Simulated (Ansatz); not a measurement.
The cluster Co₄. Total charge 0; multiplicity 9. Geometry r2SCAN-D4/def2-SVP; atoms count from 1.

```
atom   x (Å)   y (Å)   z (Å)
 Co1   1.424   0.664   1.150
 Co2   0.686   0.078  -0.891
 Co3  -0.683  -0.086   0.891
 Co4  -1.427  -0.656  -1.151
```

The charge 0 multiplicity 9 is spin-contaminated (final ⟨S²⟩ up to 20.18, 20.00 for a pure state). The geometry of the multiplicity 9 was relaxed on an unsound state (⟨S²⟩ 20.85, where a pure state has 20.00). The structure comes from a short search, and lower isomers may exist.

(1) Estimate the Mulliken populations from the PBE0/def2-TZVP orbitals of Ansatz.

(2) Where does the spin sit?

(3) And the Mayer bond orders between bonded heavy atoms (over 0.3)?

Answers

(1) 
| atom | charge (e) | spin (α − β) | d electrons |
| --- | --- | --- | --- |
| Co1 | -0.12 | 2.11 | 7.84 |
| Co2 | 0.12 | 1.89 | 7.90 |
| Co3 | 0.12 | 1.89 | 7.90 |
| Co4 | -0.12 | 2.11 | 7.84 |
Mulliken values and Mayer orders depend strongly on the basis.

(2) Summed by element: Co 8.00, of 8 unpaired in all. Largest on single atoms: Co1 2.11, Co4 2.11, Co2 1.89.

(3) Co1–Co2 0.73 (2.25 Å); Co1–Co3 0.74 (2.25 Å); Co2–Co3 0.63 (2.25 Å); Co2–Co4 0.74 (2.25 Å); Co3–Co4 0.73 (2.25 Å).
